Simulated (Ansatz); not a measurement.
Species: C4H10Si2, charge 0, multiplicity 1. SMILES: [SiH3]CC#CC[SiH3]
Coordinates optimised at B3LYP-D3(BJ)/def2-TZVP (Ansatz, a first-principles code):
```xyz
16

Si     2.6772     0.9986     0.0040
C      2.0855    -0.8017     0.0689
C      0.6626    -0.8839    -0.2042
C     -0.5168    -0.8927    -0.4451
C     -1.9490    -0.8606    -0.6764
Si    -2.7895     0.3699     0.4961
H      4.1331     1.0538     0.2856
H      1.9533     1.7966     1.0185
H      2.4200     1.5603    -1.3409
H      2.6602    -1.3889    -0.6541
H      2.3156    -1.2084     1.0585
H     -2.3943    -1.8495    -0.5294
H     -2.1700    -0.5660    -1.7070
H     -4.2510     0.3824     0.2393
H     -2.2425     1.7260     0.2689
H     -2.5455    -0.0317     1.8995
```

Wanted: atomisation energy (electronic, to ground-state atoms); the coupled-cluster value holds the core correlation from cc-pwCVTZ, in kcal/mol. Valence correlation only, unless marked. UHF or UKS for open shells. No spin-orbit coupling. Non-relativistic. CBS(X,Y): correlation extrapolated as X^-3; Hartree-Fock from the larger set.

Level to compare with: CCSD(T)/CBS(cc-pV(T+d)Z,cc-pV(Q+d)Z) plus the core term (Ansatz), 1425.7 kcal/mol. It is a level with limits of its own, and the differences hold the functionals' basis error too.

Rank these functionals by how close they come to CCSD(T)/CBS(cc-pV(T+d)Z,cc-pV(Q+d)Z), closest first: CAM-B3LYP/def2-TZVPD (Ansatz); wB97X/def2-TZVPD (Ansatz); SVWN5/def2-TZVPD (Ansatz); PBE0/def2-TZVPD (Ansatz).

wB97X/def2-TZVPD (range-separated hybrid, 1422.5 kcal/mol, difference -3.2), CAM-B3LYP/def2-TZVPD (range-separated hybrid, 1419.1 kcal/mol, difference -6.6), PBE0/def2-TZVPD (global hybrid, 1416.3 kcal/mol, difference -9.4), SVWN5/def2-TZVPD (LDA, 1598.7 kcal/mol, difference 173.0)
